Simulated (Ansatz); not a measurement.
CH4AlBO, SMILES `C[B]1[O][AlH]1`. Charge 0, multiplicity 1.

Z-matrix (Å, degrees):
```
C
B 1 1.549
H 1 1.094 2 111.6
H 1 1.094 2 110.3 3 -121.4
H 1 1.094 2 110.3 3 121.4
O 2 1.331 1 135.2 3 0.0
Al 2 2.013 1 163.0 3 179.9
H 7 1.586 2 158.3 1 180.0
```

Task: Give the diagnostics of a CCSD(T)/def2-TZVPP run (frozen core, Ansatz). (An estimate is asked.)

Result: Computed: T1 = 0.0155, largest single amplitude 0.023, largest double 0.083, (T) share of the correlation energy 4.1 %, 10 CCSD cycles. The RHF solution is stable towards an unrestricted one. T1 lies under the customary mark of 0.02 for closed shells.
